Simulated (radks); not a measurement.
Values are calculated unless marked as measured or tabulated.
Cs X, configuration [Kr] 4d10. Level of theory: Dirac Kohn-Sham, PBE, spin-unpolarised, spherical densities, point nucleus (a radial shooting solver on a logarithmic mesh with Libxc functionals).

Unscreened Slater integrals over Kohn-Sham orbitals (cm^-1). Large and small components are both included. Empty in this configuration: 5s1/2.

integral,value
"F0(4d5/2,4d5/2)",242130
"F2(4d5/2,4d5/2)",123880
"F4(4d5/2,4d5/2)",82908
"F0(4d5/2,4d3/2)",243450
"F2(4d5/2,4d3/2)",124480
"G2(4d5/2,4d3/2)",124330
"G4(4d5/2,4d3/2)",83213
"F0(4d5/2,4p3/2)",253180
"F2(4d5/2,4p3/2)",130300
"G1(4d5/2,4p3/2)",165720
"G3(4d5/2,4p3/2)",103620
"F0(4d5/2,4p1/2)",257180
"G3(4d5/2,4p1/2)",103990
"F0(4d5/2,5s1/2)",158900
"G2(4d5/2,5s1/2)",20647
"F0(4d3/2,4d3/2)",244790
"F2(4d3/2,4d3/2)",125120
"F0(4d3/2,4p3/2)",254700
"F2(4d3/2,4p3/2)",131190
"G1(4d3/2,4p3/2)",166730
"G3(4d3/2,4p3/2)",104330
"F0(4d3/2,4p1/2)",258790
"G1(4d3/2,4p1/2)",168500
"F0(4d3/2,5s1/2)",159220
"G2(4d3/2,5s1/2)",20119
"F0(4p3/2,4p3/2)",266140
"F2(4p3/2,4p3/2)",140030
"F0(4p3/2,4p1/2)",270820
"G2(4p3/2,4p1/2)",141620
"F0(4p3/2,5s1/2)",161570
"G1(4p3/2,5s1/2)",14358
"F0(4p1/2,4p1/2)",275850
"F0(4p1/2,5s1/2)",162510
"G1(4p1/2,5s1/2)",13909
"F0(5s1/2,5s1/2)",132800
